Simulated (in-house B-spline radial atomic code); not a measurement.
Radial electron density of Ti⁸⁺, [Ne] 3s2 3p2. Computed with an all-electron radial atomic-structure program (B-spline basis): scalar-relativistic (X2C) B3LYP, spin-polarised, spherical fractional occupations, Fermi nucleus of rms radius 3.5921 fm.

Caution: exact exchange at fractional occupations of open shells leaves self-interaction of up to several eV.

Columns: r (bohr), 4πr²n(r) (electrons per bohr), bar.

```
 0.00258   0.6527 #
 0.00307     0.89 #
 0.00365    1.207 ##
 0.00434    1.631 ###
 0.00517    2.199 ####
 0.00615    2.938 #####
 0.00731    3.892 ######
  0.0087     5.12 ########
  0.0104    6.704 ###########
  0.0123    8.531 ##############
  0.0147    10.85 #################
  0.0174    13.37 #####################
  0.0207    16.22 ##########################
  0.0247    19.23 ###############################
  0.0294    22.04 ###################################
  0.0349    24.33 #######################################
  0.0416    25.82 #########################################
  0.0495    26.13 ##########################################
  0.0588    25.21 ########################################
    0.07    23.28 #####################################
  0.0833    21.02 ##################################
  0.0991    19.36 ###############################
   0.118    19.21 ###############################
    0.14    20.89 #################################
   0.167    23.95 ######################################
   0.199    26.79 ###########################################
   0.236    27.57 ############################################
   0.281    25.18 ########################################
   0.334    19.95 ################################
   0.398    13.59 ######################
   0.473    8.594 ##############
   0.563    6.146 ##########
    0.67    5.801 #########
   0.797    5.887 #########
   0.949     5.08 ########
    1.13    3.378 #####
    1.34    1.692 ###
     1.6   0.5839 #
     1.9   0.1428 
    2.26  0.02225 
    2.69 0.002023 
     3.2 0.000101
```

On this grid the curve has 3 maxima, near 0.0495, 0.236, 0.797 bohr.

The 3s up radial function P(r) = rR(r), positive near the nucleus:

```
r (bohr)        P
0.000909  0.02622
 0.00129  0.03625
 0.00182  0.04968
 0.00258  0.06809
 0.00365  0.09256
 0.00517   0.1248
 0.00731   0.1657
  0.0104   0.2166
  0.0147   0.2732
  0.0207   0.3285
  0.0294   0.3682
  0.0416   0.3629
  0.0588   0.2758
  0.0833  0.07219
   0.118  -0.2387
   0.167  -0.5515
   0.236  -0.6506
   0.334  -0.3189
   0.473   0.4098
    0.67     1.08
   0.949    1.136
    1.34   0.6305
     1.9   0.1669
    2.69    0.017
```
